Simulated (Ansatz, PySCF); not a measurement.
This singlet lies 2.76 eV below the relaxed triplet at the level frozen-core CCSD(T)/cc-pVTZ // PBE0-D3(BJ)/def2-TZVP (Ansatz, a quantum-chemistry and plane-wave program).

Z-matrix (Å, degrees):
```
Si
O 1 1.6515
H 2 0.9612 1 123.92
O 1 1.6515 2 105.92 3 0.00
H 4 0.9612 1 123.92 2 0.00
```
Charge 0, spin multiplicity 1.

Task: What is the computed HOMO–LUMO gap, HOMO, dipole moment, total energy and LUMO (PBE-D3(BJ)/def2-TZVP // PBE0-D3(BJ)/def2-TZVP (PySCF 2.14.0))?

Result: 
```
Item                 Result
-------------  ------------
HOMO–LUMO gap       4.29 eV
HOMO               -6.13 eV
dipole moment        2.89 D
total energy   -440.9819 Ha
LUMO               -1.84 eV
```
